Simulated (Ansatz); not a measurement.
`BC=C=C=C` + `N=C(F)S` → `B/N=C(/F)S` + `C=C=C=C` at 700 K and 1 bar (ligand exchange at a B–C bond).

Computed with Ansatz on PBE0-D4/def2-TZVP structures; ΔE is electronic, products minus reactants. CBS: MP2 limit from def2 TZ/QZ plus the TZ coupled-cluster correction, frozen cores. Each species was taken in one conformer, which may not be the lowest.

| species | CCSD(T)/CBS energy (Eh) | H − E (kJ/mol) | S (J/(mol·K)) |
| --- | --- | --- | --- |
| `BC=C=C=C` | -179.89496 | 258.9 | 418.6 |
| `N=C(F)S` | -591.49692 | 135.4 | 357.6 |
| `B/N=C(/F)S` | -616.91068 | 181.1 | 423.7 |
| `C=C=C=C` | -154.50978 | 212.4 | 347.3 |

H − E and S are ideal-gas, rigid-rotor, harmonic terms from PBE0-D4/def2-TZVP, for one conformer and one mirror image of each species. 1 Eh = 2625.50 kJ/mol, R = 8.31446 J/(mol·K).

Problem. By hand: ΔE, ΔH, ΔS and ΔG.

Solution. ΔE = (-616.91068) + (-154.50978) − (-179.89496) − (-591.49692) = -0.02858 Eh = -75.0 kJ/mol. Δ(H − E) = 181.1 + 212.4 − 258.9 − 135.4 = -0.8, so ΔH = -75.8 kJ/mol. ΔS = 423.7 + 347.3 − 418.6 − 357.6 = -5.2 J/(mol·K). ΔG = -75.8 − 700 × (-5.2)/1000 = -72.2 kJ/mol.

Problem. By hand: the equilibrium constant, and the temperature at which ΔG would vanish if ΔH and ΔS stayed fixed.

Solution. log₁₀ K = −ΔG/(RT ln 10) = 5.4. ΔG = 0 at ΔH/ΔS = 14577 K, far beyond where these terms or the molecules hold.

The number of gas molecules stays the same, so ΔS is small and ΔH decides. A doubt of 5 kJ/mol in ΔE shifts log₁₀ K by 0.4 here. Other conformers and mirror images would add mixing entropy, several J/(mol·K) or more a flexible species. These are equilibria of isolated gas molecules and say nothing of rates. Largest T1 diagnostic: 0.015 (customary marks: 0.02 for closed shells, 0.045 for open ones).
